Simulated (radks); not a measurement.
The gallium ion Ga7+, configuration [Ar] 3d6. Calculated with a radial shooting solver on a logarithmic mesh with Libxc functionals: scalar-relativistic Kohn-Sham, LDA (Slater exchange, Perdew-Wang correlation), spin-polarised, spherical densities, point nucleus; open shells are filled with parallel spins first.

Radial electron density D(r) = 4 pi r^2 rho(r):

```
   r/bohr * D(r) (the largest magnitude, 43.9, reaches the edge; | marks zero)
 0.002888 |  *
 0.003256 |  *
 0.003642 |   *
 0.004107 |    *
 0.004593 |     *
 0.005138 |      *
 0.005793 |       *
 0.006479 |         *
 0.007306 |           *
 0.008171 |             *
 0.009213 |                *
  0.01031 |                  *
  0.01162 |                      *
    0.013 |                         *
  0.01454 |                            *
  0.01639 |                                *
  0.01833 |                                   *
  0.02067 |                                       *
  0.02312 |                                          *
  0.02607 |                                            *
  0.02916 |                                              *
  0.03287 |                                               *
  0.03677 |                                              *
  0.04113 |                                             *
  0.04637 |                                            *
  0.05186 |                                          *
  0.05848 |                                       *
  0.06541 |                                      *
  0.07375 |                                      *
  0.08249 |                                       *
    0.093 |                                         *
    0.104 |                                             *
   0.1164 |                                                 *
   0.1312 |                                                    *
   0.1467 |                                                      *
   0.1654 |                                                     *
   0.1851 |                                                  *
   0.2086 |                                             *
   0.2334 |                                      *
   0.2631 |                               *
   0.2943 |                           *
   0.3292 |                        *
   0.3712 |                         *
   0.4151 |                           *
   0.4681 |                             *
   0.5236 |                              *
   0.5903 |                             *
   0.6603 |                         *
   0.7444 |                    *
   0.8327 |               *
   0.9314 |          *
     1.05 |      *
    1.175 |   *
    1.324 | *
    1.481 |*
     1.67 *
    1.868 *
    2.106 *
    2.356 *
```

D(r) has 3 maxima, at r = 0.0339, 0.153, 0.524 bohr, and minima at 0.0720, 0.343 bohr, inside which lie 2.09, 10.86 electrons.
